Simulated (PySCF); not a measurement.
Ti(H)3(SH) (H₄STi), SMILES [SH][TiH3], multiplicity 1.

The structure is a stationary point at ωB97X-D3(BJ)/def2-TZVP. The multiplicity is an assumed one; other spin states were not compared.

Computed with ωB97X-D3(BJ)/def2-TZVP run with PySCF.

Frequencies are harmonic and unscaled.

Q: List the normal modes with their intensities. (An estimate is asked for; the answer gives what the named calculation found.)

A: 
```tsv
mode	ν (cm⁻¹)	IR (km/mol)	Raman (Å⁴/amu)	depolarisation	moving atoms (share of kinetic energy)
1	111	0.8	3.2	0.75	H 98 %
2	318	23.4	4.9	0.25	H 85 %
3	350	18.8	10.4	0.75	H 91 %
4	390	15.8	12.4	0.48	H 61 %, S 24 %, Ti 15 %
5	513	7.3	9.5	0.68	H 79 %, S 16 %
6	561	68.8	57.3	0.75	H 90 %
7	590	79.6	60.4	0.75	H 99 %
8	611	259.3	8.0	0.63	H 69 %, Ti 20 %, S 11 %
9	1774	450.1	104.5	0.68	H 97 %
10	1783	431.1	102.7	0.75	H 97 %
11	1831	239.2	401.9	0.01	H 99 %
12	2666	6.1	66.2	0.22	H 97 %
```
